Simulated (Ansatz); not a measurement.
Basis-set series for Cl₂F₂H₂In₂ (`[Cl][In@H-]1[F+][In@H-]([Cl])[F+]1`). Charge 0, multiplicity 1. In: def2 effective core potential. Geometry: relaxed with PBE0-D4/def2-TZVP.

Cartesian coordinates in Å:
```
Cl -3.141 -0.464 -0.290
In -1.380 0.881 0.343
F -0.034 -0.518 1.193
In 1.379 -0.880 -0.343
Cl 3.145 0.456 0.296
F 0.036 0.521 -1.193
H -1.238 2.420 1.014
H 1.233 -2.416 -1.019
```

| functional | basis | functions | energy (Eh) | HOMO (eV) | LUMO (eV) |
| --- | --- | --- | --- | --- | --- |
| PBE0-D4 | def2-TZVPP | 274 | -1501.40323 | -8.99 | -1.69 |
| PBE0-D4 | def2-QZVPP | 478 | -1501.44553 | -9.00 | -1.72 |
| ωB97M-V | def2-TZVPP | 274 | -1501.70027 | -11.26 | 0.22 |
| ωB97M-V | def2-QZVPP | 478 | -1501.74047 | -11.29 | 0.11 |

(1) Give the rows for def2-SVP. (An estimate is asked.)

Results:

(1) Ansatz gave: 
| functional | basis | functions | energy (Eh) | HOMO (eV) | LUMO (eV) |
| --- | --- | --- | --- | --- | --- |
| PBE0-D4 | def2-SVP | 126 | -1500.82174 | -8.83 | -1.49 |
| ωB97M-V | def2-SVP | 126 | -1501.11668 | -11.04 | 0.55 |

Positive LUMOs are unbound and depend on the basis.
